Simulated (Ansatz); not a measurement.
`C=C[O][AlH][F]` and `C=COBC` differ in one atom or group.

Ansatz, PBE0-D4/def2-TZVP geometries, multiplicity 1. Each molecule was computed in one conformer, which needn't be the lowest.

| property | `C=C[O][AlH][F]` |
| --- | --- |
| size of the dipole moment (ωB97M-V/def2-TZVPP) / D | 1.74 |
| LUMO energy (PBE0/def2-TZVPP) / eV | -0.78 |
| size of the dipole moment (B3LYP/def2-TZVPP) / D | 1.76 |
| LUMO energy (ωB97M-V/def2-TZVPP) / eV | 0.77 |
| LUMO energy (PBE/def2-TZVPP) / eV | -1.57 |
| HOMO–LUMO gap (PBE0/def2-TZVPP) / eV | 6.19 |

**Question.** What does the change do to each property? (Estimate.)

**Answer.** Computed: 
```
                                          property  `C=COBC`  shift
size of the dipole moment (ωB97M-V/def2-TZVPP) / D      1.32  -0.42
                LUMO energy (PBE0/def2-TZVPP) / eV     -0.17   0.61
  size of the dipole moment (B3LYP/def2-TZVPP) / D      1.30  -0.46
             LUMO energy (ωB97M-V/def2-TZVPP) / eV      1.76   0.99
                 LUMO energy (PBE/def2-TZVPP) / eV     -1.19   0.38
              HOMO–LUMO gap (PBE0/def2-TZVPP) / eV      7.22   1.03
```

With PBE0 the HOMO falls by 0.41 eV and the LUMO rises by 0.61 eV, so the gap widens by about 1.02 eV. PBE moves the HOMO by -0.38 eV and ωB97M-V by -0.44 eV. Dipoles are sizes alone; their direction can turn.

B3LYP here is the variant with VWN-RPA as its local correlation; programs differ in this.
